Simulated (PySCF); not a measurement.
**Electronic absorption of [C7H8P]+**

C7H8P (charge +1).
Structure used (GFN2-xTB), in Å, numbered top down from 1:
```xyz
16
C7H8P angstrom
C     -0.5791   -0.4360   -1.3904
C     -0.5167    0.8915   -1.3729
P      0.1408    1.4508    0.2003
C     -0.9268    0.5564    1.3314
C     -0.9432   -0.7338    1.0122
C     -0.1182   -1.2094   -0.1692
C      1.3262   -0.8282    0.0979
C      1.6268    0.4503    0.3026
H     -0.9410   -1.0031   -2.2320
H     -0.8104    1.5583   -2.1650
H      0.2734    2.8062    0.3875
H     -1.4614    1.0252    2.1394
H     -1.5144   -1.4717    1.5507
H     -0.2232   -2.2821   -0.3178
H      2.0562   -1.6206    0.1099
H      2.6034    0.8550    0.5039
```

Method used: TDDFT B3LYP/def2-SVPD, vertical, gas phase, core orbitals frozen in the response (PySCF 2.14.0, density-fitted response routines).

**Question.** Predict the UV-vis stick spectrum at this level.

**Answer.** 

```csv
state,E (eV),ν̃ (cm⁻¹),f,symmetry,"main configurations (H = HOMO, L = LUMO)"
S1,4.55,36690,0.0002,–,H→L/L+1 (98%)
S2,4.55,36700,0.0002,–,H→L/L+1 (98%)
S3,5.66,45620,0.0000,–,H-2/H-1→L/L+1 (99%)
S4,5.81,46850,0.0000,–,H-2/H-1→L/L+1 (≥83%)
S5,5.81,46860,0.0000,–,H-2/H-1→L/L+1 (≥82%)
S6,6.36,51310,0.0000,–,H→L+2 (99%)
S7,6.40,51620,0.024,A1,"H-2/H-1→L/L+1 (59%), H→L+3 (40%)"
```

Triplets (Tamm–Dancoff): T1 3.48 eV, H→L/L+1 (≥87%); T2 3.49 eV, H→L/L+1 (≥87%).

The lowest singlet level (S1/S2) lies at 4.55 eV (273 nm, ultraviolet) and is dark (f under 0.0005). The most intense listed level is S7 at 6.40 eV (194 nm, f = 0.024), 1.85 eV above S1. It is the last of those listed, so stronger ones may follow. S1/S2 and S4/S5 lie within about 0.01 eV of each other in each set; the point group C3v has degenerate representations, and within a degenerate level the listed configurations can mix freely. Löwdin shares by element: HOMO carbon 65% or more (atoms not listed hold the other 35%); LUMO (one of a set within 0.03 eV) carbon 50% or more, phosphorus 13% (atoms not listed hold the other 38%). The listed states span 1.85 eV, and the widest gap between neighbours is 1.11 eV (S2 to S3). Of the 7 states listed, 1 reaches f = 0.01 and 6 stay under 0.0005. The oscillator strengths of these states sum to 0.024; summed over the whole spectrum of an exact calculation they would give the number of electrons, 64 (Thomas–Reiche–Kuhn). Symmetry labels in C3v follow from the direction of the transition dipole and are given only for states with f of 0.002 or more. Orbitals of the list HOMO-3 to LUMO+2 that lie within 0.01 eV of each other are written together with a slash and their weights summed (≥ marks a lower bound); for degenerate orbitals outside that list single weights are arbitrary. Singlets were solved by full linear response, triplets in the Tamm–Dancoff approximation. The highest level found (6.91 eV, f 0.0000 so far) is left out, since the window may have cut off a degenerate partner.
